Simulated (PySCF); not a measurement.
C7H4F5N.
SMILES with atom numbers: `[F:1][C:2]([F:3])([F:4])[C:5]([F:6])([F:7])[c:8]1[cH:9][cH:10][n:11][cH:12][cH:13]1` (hydrogens: H14 on C9; H15 on C10; H16 on C12; H17 on C13)

The same species was optimised twice, with GFN2-xTB and with PBE0-D3(BJ)/def2-SVP (PySCF), and the same property calculations (PySCF, gas phase) were run on both structures.

```json
{"coordinate": "C2–C5 (Å)", "GFN2-xTB": "1.555", "PBE0-D3(BJ)/def2-SVP": "1.544", "change": "-0.011"}
{"coordinate": "N11–C12 (Å)", "GFN2-xTB": "1.320", "PBE0-D3(BJ)/def2-SVP": "1.330", "change": "+0.010"}
{"coordinate": "C10–N11 (Å)", "GFN2-xTB": "1.320", "PBE0-D3(BJ)/def2-SVP": "1.330", "change": "+0.010"}
{"coordinate": "C5–F6 (Å)", "GFN2-xTB": "1.354", "PBE0-D3(BJ)/def2-SVP": "1.346", "change": "-0.008"}
{"coordinate": "C5–F7 (Å)", "GFN2-xTB": "1.354", "PBE0-D3(BJ)/def2-SVP": "1.347", "change": "-0.007"}
{"coordinate": "F1–C2 (Å)", "GFN2-xTB": "1.336", "PBE0-D3(BJ)/def2-SVP": "1.328", "change": "-0.008"}
{"coordinate": "C2–F4 (Å)", "GFN2-xTB": "1.336", "PBE0-D3(BJ)/def2-SVP": "1.328", "change": "-0.008"}
{"coordinate": "C12–C13 (Å)", "GFN2-xTB": "1.388", "PBE0-D3(BJ)/def2-SVP": "1.394", "change": "+0.006"}
{"coordinate": "C9–C10 (Å)", "GFN2-xTB": "1.388", "PBE0-D3(BJ)/def2-SVP": "1.394", "change": "+0.006"}
{"coordinate": "C2–F3 (Å)", "GFN2-xTB": "1.328", "PBE0-D3(BJ)/def2-SVP": "1.323", "change": "-0.005"}
{"coordinate": "C5–C8 (Å)", "GFN2-xTB": "1.508", "PBE0-D3(BJ)/def2-SVP": "1.504", "change": "-0.004"}
{"coordinate": "C8–C9 (Å)", "GFN2-xTB": "1.389", "PBE0-D3(BJ)/def2-SVP": "1.393", "change": "+0.004"}
{"coordinate": "C8–C13 (Å)", "GFN2-xTB": "1.389", "PBE0-D3(BJ)/def2-SVP": "1.393", "change": "+0.004"}
{"coordinate": "C2–C5–C8 (°)", "GFN2-xTB": "110.4", "PBE0-D3(BJ)/def2-SVP": "112.7", "change": "+2.3"}
{"coordinate": "F3–C2–C5 (°)", "GFN2-xTB": "112.7", "PBE0-D3(BJ)/def2-SVP": "110.4", "change": "-2.3"}
{"coordinate": "F6–C5–F7 (°)", "GFN2-xTB": "106.3", "PBE0-D3(BJ)/def2-SVP": "108.3", "change": "+2.0"}
{"coordinate": "F7–C5–C8 (°)", "GFN2-xTB": "112.3", "PBE0-D3(BJ)/def2-SVP": "110.9", "change": "-1.4"}
{"coordinate": "F6–C5–C8 (°)", "GFN2-xTB": "112.3", "PBE0-D3(BJ)/def2-SVP": "111.0", "change": "-1.3"}
{"coordinate": "F1–C2–F4 (°)", "GFN2-xTB": "107.4", "PBE0-D3(BJ)/def2-SVP": "108.6", "change": "+1.2"}
{"coordinate": "F1–C2–F3 (°)", "GFN2-xTB": "107.8", "PBE0-D3(BJ)/def2-SVP": "108.8", "change": "+1.0"}
{"coordinate": "F3–C2–F4 (°)", "GFN2-xTB": "107.9", "PBE0-D3(BJ)/def2-SVP": "108.8", "change": "+0.9"}
{"coordinate": "F1–C2–C5–F6 (°)", "GFN2-xTB": "178", "PBE0-D3(BJ)/def2-SVP": "178", "change": "0"}
{"coordinate": "C2–C5–C8–C9 (°)", "GFN2-xTB": "89", "PBE0-D3(BJ)/def2-SVP": "89", "change": "0"}
```

Rotational constants: A = 1510, B = 566.4, C = 560.8 MHz (GFN2-xTB) against A = 1543, B = 563.5, C = 551.8 MHz (PBE0-D3(BJ)/def2-SVP). Point groups within 0.08 Å: Cs and Cs.

On the GFN2-xTB structure: HOMO (eV) -7.92 [PBE0/pcSseg-1]; LUMO (eV) -1.66 [PBE0/pcSseg-1]; dipole (D) 0.46 [PBE0/pcSseg-1]; GIAO shielding of F1/F3/F4 (mean) (ppm) 268.4 [PBE0/pcSseg-1]; GIAO shielding of C2 (ppm) 58.1 [PBE0/pcSseg-1]; GIAO shielding of C5 (ppm) 65.4 [PBE0/pcSseg-1]; GIAO shielding of F6/F7 (mean) (ppm) 311.5 [PBE0/pcSseg-1]; GIAO shielding of C8 (ppm) 41.9 [PBE0/pcSseg-1]; GIAO shielding of C9/C13 (mean) (ppm) 60.1 [PBE0/pcSseg-1]; GIAO shielding of C10/C12 (mean) (ppm) 30.7 [PBE0/pcSseg-1]; GIAO shielding of N11 (ppm) -103.4 [PBE0/pcSseg-1].

Question: What do these properties become on the PBE0-D3(BJ)/def2-SVP structure?

Answer: 
```json
{"property": "HOMO (eV)", "level": "PBE0/pcSseg-1", "on GFN2-xTB": "-7.92", "on PBE0-D3(BJ)/def2-SVP": "-7.95", "change": "-0.03"}
{"property": "LUMO (eV)", "level": "PBE0/pcSseg-1", "on GFN2-xTB": "-1.66", "on PBE0-D3(BJ)/def2-SVP": "-1.67", "change": "-0.01"}
{"property": "dipole (D)", "level": "PBE0/pcSseg-1", "on GFN2-xTB": "0.46", "on PBE0-D3(BJ)/def2-SVP": "0.29", "change": "-0.17"}
{"property": "energy, GFN2-xTB geometry as zero (kcal/mol)", "level": "PBE0/pcSseg-1", "on GFN2-xTB": "0.0", "on PBE0-D3(BJ)/def2-SVP": "-0.9", "change": "-0.9"}
{"property": "GIAO shielding of F1/F3/F4 (mean) (ppm)", "level": "PBE0/pcSseg-1", "on GFN2-xTB": "268.4", "on PBE0-D3(BJ)/def2-SVP": "274.9", "change": "+6.5"}
{"property": "GIAO shielding of C2 (ppm)", "level": "PBE0/pcSseg-1", "on GFN2-xTB": "58.1", "on PBE0-D3(BJ)/def2-SVP": "60.0", "change": "+1.9"}
{"property": "GIAO shielding of C5 (ppm)", "level": "PBE0/pcSseg-1", "on GFN2-xTB": "65.4", "on PBE0-D3(BJ)/def2-SVP": "67.9", "change": "+2.5"}
{"property": "GIAO shielding of F6/F7 (mean) (ppm)", "level": "PBE0/pcSseg-1", "on GFN2-xTB": "311.5", "on PBE0-D3(BJ)/def2-SVP": "316.0", "change": "+4.5"}
{"property": "GIAO shielding of C8 (ppm)", "level": "PBE0/pcSseg-1", "on GFN2-xTB": "41.9", "on PBE0-D3(BJ)/def2-SVP": "41.1", "change": "-0.8"}
{"property": "GIAO shielding of C9/C13 (mean) (ppm)", "level": "PBE0/pcSseg-1", "on GFN2-xTB": "60.1", "on PBE0-D3(BJ)/def2-SVP": "58.0", "change": "-2.1"}
{"property": "GIAO shielding of C10/C12 (mean) (ppm)", "level": "PBE0/pcSseg-1", "on GFN2-xTB": "30.7", "on PBE0-D3(BJ)/def2-SVP": "28.1", "change": "-2.6"}
{"property": "GIAO shielding of N11 (ppm)", "level": "PBE0/pcSseg-1", "on GFN2-xTB": "-103.4", "on PBE0-D3(BJ)/def2-SVP": "-108.7", "change": "-5.3"}
```

The heavy atoms differ by 0.043 Å rms after alignment. Among bonds between heavy atoms C2–C5, C10–N11 and N11–C12 change most and about equally (-0.011 to +0.010 Å). Changes are differences of the printed values. Neither structure is proved a minimum here.

Shape of the structure used: `[F:1][C:2]([F:3])([F:4])[C:5]([F:6])([F:7])[c:8]1[cH:9][cH:10][n:11][cH:12][cH:13]1`: F1–C2–C5–F6 178°, C2–C5–C8–C9 89°.
